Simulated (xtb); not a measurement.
1,1-dibromo-1-chloroethane (C2H3Br2Cl), SMILES CC(Cl)(Br)Br. All values are semi-empirical tight-binding results from xtb (GFN2-xTB unless named), good for trends rather than for accurate numbers. Geometry optimised at GFN2-xTB.

Optimised geometry:

Bonded distances (Å): C1–C2 1.507, C1–H6 1.089, C1–H7 1.090, C1–H8 1.089, C2–Cl3 1.783, C2–Br4 1.965, C2–Br5 1.965. Angles (°): C2–C1–H6 109.9, C2–C1–H7 110.1, C2–C1–H8 109.9, H6–C1–H7 108.9, H6–C1–H8 109.0, H7–C1–H8 108.9, C1–C2–Cl3 111.2, C1–C2–Br4 110.1, C1–C2–Br5 110.1, Cl3–C2–Br4 109.2, Cl3–C2–Br5 109.2, Br4–C2–Br5 107.0.
Charge 0, spin multiplicity 1.

| Item | Value |
|---|---|
| point group as xtb finds it | Cs |
| orbital gap | 3.99 eV |
| zero-point energy | 27.8 kcal/mol |
| G − E(el) at 298.15 K (modified RRHO) | 7.0 kcal/mol |
| static polarisability (D4 model) | 79.1 bohr³ |
| solvation energy, GFN2-xTB/ALPB(water) | -1.8 kcal/mol |
| solvation energy, GFN2-xTB/ALPB(octanol) | -5.7 kcal/mol |

Q: Give the atomic charges and the Wiberg bond orders between heavy atoms. (The exact figures need the calculation; the answer reports its results.)

A: charges (e) C1 -0.11, C2 0.21, Cl3 -0.13, Br4 -0.11, Br5 -0.11, H6 0.08, H7 0.08, H8 0.08. Bond orders C1–C2 1.02, C2–Cl3 0.97, C2–Br4 0.96, C2–Br5 0.96.
